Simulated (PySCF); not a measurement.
**Shapes and spin states of NbS₂⁻**

All numbers come from PBE0 in PySCF with Nb def2-SVPD with ECP28, S def2-SVPD; scalar-relativistic core potentials, no spin–orbit coupling; density-fitted integrals.

Relaxations began from a few typed shapes and spin states; open shells are unrestricted. The search is not exhaustive: other isomers or separated fragments can lie lower, and high-lying points may rest on an excited occupation.

```
                                                 spin  group                           bonds                           angles  imaginary modes (cm⁻¹)  ΔE (kJ/mol)  ΔE with ZPE (kJ/mol)
                                              triplet    C2v               Nb–S 2.209 Å (×2)                    S–Nb–S 122.2°                    none          0.0                   0.0
                                              triplet    C2v               Nb–S 2.212 Å (×2)                    S–Nb–S 125.3°                    none          7.6                   7.6
                                              triplet    D∞h               Nb–S 2.260 Å (×2)                    S–Nb–S 180.0°              109i, 109i         46.8                     –
singlet (closed shell, unstable to spin polarisation)    C2v               Nb–S 2.168 Å (×2)                    S–Nb–S 112.6°                    none         54.6                  55.2
singlet (closed shell, unstable to spin polarisation)    D∞h               Nb–S 2.228 Å (×2)                    S–Nb–S 180.0°              167i, 167i        170.5                     –
singlet (closed shell, unstable to spin polarisation)    C2v  Nb–S 2.354 Å (×2), S–S 2.114 Å  Nb–S–S 63.3° (×2), S–Nb–S 53.4°                    171i        414.2                     –
```

The lowest minimum found is the triplet C2v: Nb–S 2.209 Å (×2); S–Nb–S 122.2°.

Formally Nb is in oxidation state +3, d2, with 2 unpaired electrons (the high-spin count). The Mulliken spin on Nb is 2.49. The polar-tensor charge on Nb, 0.89, is far below the formal one.

For the lowest minimum: other spin states or occupations of the open shell can lie lower. The lowest empty level of this anion is unbound, so it and the gap depend on the basis.
